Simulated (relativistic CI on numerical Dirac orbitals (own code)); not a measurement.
## Spin-allowed bands of a d8 ion in a tetrahedral site, by hand

Problem. Take Δ = 3800 cm⁻¹ and B = 680 cm⁻¹ for a d8 ion in a tetrahedral site. Calculate the three spin-allowed bands.

Working.
1. The terms of highest spin are 3F (energy 0) and 3P (15B = 10200 cm⁻¹). Here the F term splits into A2 at +1.2Δ = 4560, T2 at +0.2Δ = 760 and T1 at −0.6Δ = -2280 cm⁻¹.
2. The two T1 states mix through the element 0.4Δ: H = [[-2280, 1520], [1520, 10200]], with roots ½(H₁₁ + H₂₂) ∓ ½√[(H₂₂ − H₁₁)² + 4H₁₂²] = ½(7920) ∓ ½(12845) = -2462 and 10382 cm⁻¹.
3. The ground term is 3T1 at -2462 cm⁻¹.
4. Bands: 3T2 3222 cm⁻¹ (3103 nm), 3A2 7022 cm⁻¹ (1424 nm), 3T1(P) 12845 cm⁻¹ (779 nm).

Check. Exact diagonalisation of the whole d8 shell with these parameters gives 3T2 3222, 3A2 7022, 3T1 12845 cm⁻¹. The match is exact, since without spin-orbit coupling no other term has this spin. The ratio of the second band to the first, 2.179, depends on Δ/B = 5.6 alone, which is how a Tanabe-Sugano diagram is read.
